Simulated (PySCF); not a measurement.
F$_{6}$Si$_{2}$, charge +1, doublet, geometry from GFN2-xTB (a state made from the parent by changing its charge; the spin is typed, not shown lowest); MP2/6-31G* run with PySCF.

Here is a job for PySCF.
```python
from pyscf import gto, scf, mp

mol = gto.M(
    atom='''
F     1.757304   -0.242048   -1.310084
Si    1.209132   -0.057478    0.134169
F     1.598167    1.300970    0.785087
F     1.444893   -1.287115    1.057659
Si   -1.209132    0.057478   -0.134169
F    -1.444893    1.287115   -1.057659
F    -1.598167   -1.300970   -0.785087
F    -1.757304    0.242048    1.310084
''',
    basis='6-31g*',
    charge=1,
    spin=1,
    verbose=4,
)

mf = scf.UHF(mol)
mf.kernel()

pt = mp.MP2(mf, frozen=16)
pt.kernel()
print('E(MP2) = %.10f' % pt.e_tot)
```

What the program printed (banner, timings and long lists left out):

```
PySCF version 2.14.0

[INPUT] verbose = 4
[INPUT] num. atoms = 8
[INPUT] num. electrons = 81
[INPUT] charge = 1
[INPUT] spin (= nelec alpha-beta = 2S) = 1
[INPUT] symmetry False subgroup None
[INPUT] Mole.unit = angstrom
[INPUT] Symbol           X                Y                Z      unit          X                Y                Z       unit  Magmom
[INPUT]  1 F      1.757304000000  -0.242048000000  -1.310084000000 AA    3.320823277603  -0.457404428999  -2.475699960175 Bohr   0.0
[INPUT]  2 Si     1.209132000000  -0.057478000000   0.134169000000 AA    2.284928328448  -0.108617678188   0.253542664407 Bohr   0.0
[INPUT]  3 F      1.598167000000   1.300970000000   0.785087000000 AA    3.020097931318   2.458476996275   1.483599413956 Bohr   0.0
[INPUT]  4 F      1.444893000000  -1.287115000000   1.057659000000 AA    2.730452049301  -2.432294840820   1.998685843181 Bohr   0.0
[INPUT]  5 Si    -1.209132000000   0.057478000000  -0.134169000000 AA   -2.284928328448   0.108617678188  -0.253542664407 Bohr   0.0
[INPUT]  6 F     -1.444893000000   1.287115000000  -1.057659000000 AA   -2.730452049301   2.432294840820  -1.998685843181 Bohr   0.0
[INPUT]  7 F     -1.598167000000  -1.300970000000  -0.785087000000 AA   -3.020097931318  -2.458476996275  -1.483599413956 Bohr   0.0
[INPUT]  8 F     -1.757304000000   0.242048000000   1.310084000000 AA   -3.320823277603   0.457404428999   2.475699960175 Bohr   0.0

nuclear repulsion = 624.647417583567
number of shells = 52
number of NR pGTOs = 264
number of NR cGTOs = 120
basis = 6-31g*
ecp = {}

******** <class 'pyscf.scf.uhf.UHF'> ********
method = UHF
initial guess = minao
damping factor = 0
level_shift factor = 0
DIIS = <class 'pyscf.scf.diis.CDIIS'>
diis_start_cycle = 1
diis_space = 8
diis_damp = 0
SCF conv_tol = 1e-09
SCF conv_tol_grad = None
SCF max_cycles = 50
direct_scf = True
direct_scf_tol = 1e-13
number electrons alpha = 41  beta = 40
Set gradient conv threshold to 3.16228e-05
init E= -1175.53159171097

cycle= 1 E= -1174.16856243855  delta_E= 1.36  |g|= 0.784  |ddm|= 1.99
cycle= 2 E= -1174.36593782616  delta_E= -0.197  |g|= 0.459  |ddm|= 0.932
cycle= 3 E= -1174.43854397765  delta_E= -0.0726  |g|= 0.0661  |ddm|= 0.302
cycle= 4 E= -1174.44123410524  delta_E= -0.00269  |g|= 0.016  |ddm|= 0.0729
cycle= 5 E= -1174.44159011714  delta_E= -0.000356  |g|= 0.00384  |ddm|= 0.0356
cycle= 6 E= -1174.44161834802  delta_E= -2.82e-05  |g|= 0.00158  |ddm|= 0.00883
cycle= 7 E= -1174.44162347634  delta_E= -5.13e-06  |g|= 0.000567  |ddm|= 0.00397
cycle= 8 E= -1174.44162402601  delta_E= -5.5e-07  |g|= 0.000145  |ddm|= 0.00146
cycle= 9 E= -1174.44162405113  delta_E= -2.51e-08  |g|= 4.78e-05  |ddm|= 0.000256
cycle= 10 E= -1174.44162405389  delta_E= -2.76e-09  |g|= 1.22e-05  |ddm|= 7.83e-05
cycle= 11 E= -1174.44162405409  delta_E= -2.06e-10  |g|= 3.01e-06  |ddm|= 2.34e-05
Extra cycle  E= -1174.4416240541  delta_E= -7.28e-12  |g|= 1.65e-06  |ddm|= 3.41e-06
converged SCF energy = -1174.4416240541  <S^2> = 0.75423733  2S+1 = 2.0042328

******** <class 'pyscf.mp.ump2.UMP2'> ********
nocc = (np.int64(25), np.int64(24)), nmo = (104, 104)
frozen orbitals 16
E(UMP2) = -1175.62337693275  E_corr = -1.18175287865366
E(SCS-UMP2) = -1175.56863106369  E_corr = -1.12700700958652
E_corr(same-spin) = -0.33588051322831
E_corr(oppo-spin) = -0.845872365425349
E(MP2) = -1175.6233769328
```
